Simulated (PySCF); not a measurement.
Species: C6H10BPS.
Numbering: `[CH3:1][B:2]([CH3:3])[PH:4][c:5]1[cH:6][cH:7][s:8][cH:9]1` (hydrogens: H10, H11, H12 on C1; H13, H14, H15 on C3; H16 on P4; H17 on C6; H18 on C7; H19 on C9)

Computed by this run: PySCF, PBE0-D3(BJ)/def2-SVP geometry optimisation, gas phase; density fitting, grid level 1; the optimiser is geomeTRIC in internal coordinates, started from a GFN2-xTB structure with every atom displaced at random (about 0.01 Å).

Step 0: E = -27158.6851 eV
```
atom  x, y, z in Å  |  force x, y, z in eV/Å
C1     -2.8537   -0.7343   -0.5427   -0.543   0.893   0.432
B2     -1.5011   -0.1961    0.0122    0.119   0.266   0.187
C3     -1.3150    1.3287    0.3570    0.510  -0.753   0.026
P4     -0.1212   -1.4628    0.4186   -0.758   0.249   0.833
C5      1.3763   -0.6153   -0.0429   -0.095   0.782   1.481
C6      1.9927    0.3780    0.7893    0.195  -0.189  -0.353
C7      3.1584    0.8469    0.2647   -0.167  -0.227  -0.413
S8      3.5443    0.1128   -1.2461   -0.472  -0.174   0.367
C9      2.1019   -0.8485   -1.1386    1.256  -0.510  -2.153
H10    -2.9965   -0.3762   -1.5683    0.108   0.114  -0.349
H11    -2.9844   -1.7959   -0.5394   -0.056  -1.121  -0.072
H12    -3.7125   -0.2900    0.0073    0.236  -0.048  -0.048
H13    -1.2670    1.4592    1.4392    0.043  -0.058   0.518
H14    -0.3744    1.7322   -0.0164    0.443   0.092  -0.167
H15    -2.1070    1.9589    0.0148   -0.946   0.605  -0.448
H16    -0.2519   -2.2361   -0.7137   -0.180  -0.763  -0.796
H17     1.5893    0.7046    1.7314   -0.196   0.193   0.509
H18     3.8041    1.5944    0.6711    0.509   0.573   0.353
H19     1.8871   -1.5536   -1.9465   -0.008   0.076   0.093
```

Q: Estimate the geometry and energy of step 1. (The exact step hangs on the optimiser's Hessian estimate; all steps are aligned on step 0, rigid shifts and turns removed.)

A: E = -27158.8656 eV, largest force 0.348 eV/Å
```
atom  x, y, z in Å  |  force x, y, z in eV/Å
C1     -2.9337   -0.7362   -0.4717    0.035  -0.185  -0.036
B2     -1.5352   -0.1911   -0.0051   -0.023  -0.006  -0.027
C3     -1.3171    1.3325    0.2972   -0.104   0.192  -0.012
P4     -0.1452   -1.4532    0.3532   -0.027  -0.082  -0.247
C5      1.4176   -0.6034   -0.0577    0.040  -0.148  -0.225
C6      2.0201    0.3700    0.7980   -0.060   0.074   0.125
C7      3.2017    0.8559    0.3079    0.077   0.022   0.004
S8      3.6170    0.1149   -1.1830    0.023   0.039  -0.049
C9      2.1874   -0.8368   -1.1791   -0.117   0.096   0.314
H10    -3.1012   -0.3630   -1.5006    0.014   0.000   0.028
H11    -3.0547   -1.8334   -0.4908    0.053   0.135   0.000
H12    -3.7467   -0.3036    0.1320   -0.058   0.053   0.038
H13    -1.2901    1.4695    1.3951   -0.010  -0.023  -0.004
H14    -0.3507    1.7150   -0.0692    0.009  -0.037  -0.010
H15    -2.1280    1.9807   -0.0825    0.091  -0.111   0.040
H16    -0.2929   -2.2916   -0.8009    0.056   0.118   0.230
H17     1.5883    0.6980    1.7471    0.019  -0.027  -0.049
H18     3.8552    1.6066    0.7560   -0.031  -0.073  -0.042
H19     1.9773   -1.5238   -1.9950    0.014  -0.038  -0.078
```

The energy changes by -0.1805 eV. The first-order estimate −F·Δx gives -0.4157 eV and the mean of the old and new forces, exact on a quadratic surface, -0.1859 eV. The step makes an angle of 75° with the force vector and moves no atom by more than 0.130 Å.

What follows is the cost of the whole optimisation. Hardware: one thread of an AMD EPYC 9R14 (shared host). Cost: 82 s, 0.80 GiB resident at most.
